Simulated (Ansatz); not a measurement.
`C[CH]([AlH2])[GeH3]` + `[F][InH][F]` → `[F][InH][GeH3]` + `C[CH](F)[AlH2]`  (redistribution)

Calculated with Ansatz (gas phase, PBE0-D4/def2-TZVP geometries, no zero-point term in ΔE). CCSD(T)/CBS is the MP2 limit (def2-TZVPP, def2-QZVPP) plus CCSD(T) − MP2 in def2-TZVPP, frozen cores. def2 core potentials past Kr. For Ge, In outer-core shells are correlated without core-valence functions, which leaves a few kJ/mol of doubt a bond. Scalar relativity is left out up to krypton.

```tsv
species	CCSD(T)/CBS(def2) energy (Eh)
`C[CH]([AlH2])[GeH3]`	-2399.62332
`[F][InH][F]`	-390.04654
`[F][InH][GeH3]`	-2368.14594
`C[CH](F)[AlH2]`	-421.48707
```

Task: Work out ΔE.

Result: ΔE = (-2368.14594) + (-421.48707) − (-2399.62332) − (-390.04654) = 0.03685 Eh = +96.7 kJ/mol.

Largest T1 diagnostic among the species: 0.017.

The D4 term adds +8.5 kJ/mol with B3LYP and +4.6 kJ/mol with PBE0; it sums over pairs of atoms, weighted by their polarisabilities, and B3LYP, whose exchange is more repulsive, gets the larger term. In def2-TZVPP, CCSD(T) changes the Hartree–Fock value by +17.2 kJ/mol (the triples alone add +4.1 kJ/mol) and MP2 by +29.9 kJ/mol.

B3LYP here is the variant with VWN-RPA as its local correlation; programs differ in this.
